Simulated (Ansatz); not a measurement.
# Abstraction of F: CHBr2F + CHBrCl → CHBr2 + CHBrClF

Species: CHBr2F (dibromofluoromethane) `FC(Br)Br`, singlet; CHBrCl `Cl[CH]Br`, doublet; CHBr2 `Br[CH]Br`, doublet; CHBrClF (bromochlorofluoromethane) `FC(Cl)Br`, singlet. A radical takes F: the energy is the difference in strength between two C–F bonds in different surroundings.

Shapes, held fixed at every level: PBE0-D4/def2-TZVP. Programs: Ansatz 0.2.0. The zero-point and thermal change to 298 K, harmonic and unscaled (PBE0-D4/def2-TZVP), is +0.1 kJ/mol.

```tsv
level	kind	ΔH(298 K) (kJ/mol)	less CCSD(T)/def2-TZVPP	CPU time (sum over the molecules)
HF/def2-SVP	Hartree–Fock	-8.8	-4.8	–
HF/def2-TZVPP	Hartree–Fock	-5.2	-1.2	–
PBE-D4/def2-TZVPP	GGA	-1.1	+2.9	23 s
r2SCAN-D4/def2-TZVPP	meta-GGA	-1.7	+2.3	56 s
PBE0-D4/def2-TZVPP	global hybrid	-2.0	+2.0	31 s
wB97X-V/def2-TZVPP	range-separated hybrid	-2.6	+1.4	79 s
CCSD(T)/def2-SVP	coupled cluster or CI	-6.5	-2.5	50 s
CCSD(T)/def2-TZVPP	coupled cluster or CI	-4.0	0.0	11 min
```

The highest level, CCSD(T)/def2-TZVPP, gives ΔH(298 K) = -4.0 kJ/mol; the levels span -8.8 to -1.1. The column of differences is taken from that level and isn't an error. No measured value is set beside it here. Open shells run unrestricted unless RO is named. Relativity is left out for Br unless named. Correlated rows may include outer-core shells of Br, which these sets cover unevenly. Times are processor times on shared x86 and Arm servers, and rough.
